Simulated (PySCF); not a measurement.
CrO2F2, SMILES [Cr](=[O])([F])(=[O])[F], multiplicity 1. Coordinates come from a PBE-D3(BJ)/def2-SVP optimisation. The spin state was assumed, not searched. The isomer is the one that the SMILES or the coordinates give; other isomers of the formula were not compared.

Computed equilibrium geometry at PBE-D3(BJ)/def2-SVP (PySCF confirms it by a frequency run) as a Z-matrix, and its point group:
point group C2v.
```
Cr
O 1 1.5573
O 1 1.5573 2 108.35
F 1 1.7044 2 109.49 3 119.35
F 1 1.7044 2 109.49 3 -119.35
```
Charge 0, spin multiplicity 1.
